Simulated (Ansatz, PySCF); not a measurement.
O₄Rh, SMILES [O]=[Rh+](=[O])(=[O])=[O], charge +1, multiplicity 1.

Geometry optimised at B3LYP-D3(BJ)/def2-SVP. The spin state was assumed, not searched. The def2 effective core potentials stand for the cores of Rh; spin–orbit coupling is left out.

Vertical ionisation energy (IE) and electron affinity (EA) in eV. Rows of orbital energies are one-electron estimates. Where ΔSCF, EOM or ADC give a negative EA the extra electron is unbound and the value depends on the basis.

| level | IE | EA |
|---|---|---|
| −ε(HOMO), −ε(LUMO), r2SCAN/def2-TZVPD (PySCF) | 16.43 | 14.03 |
| −ε(HOMO), −ε(LUMO), PBE/def2-TZVPD (PySCF) | 16.03 | 13.78 |

Problem. What vertical singlet–triplet gap does ΔSCF give with PBE/def2-SVPD (Ansatz, a program for electronic structure)? (Estimate from the structure and the level; the computed values follow.)

Solution. 1.64 eV (triplet above singlet where positive).
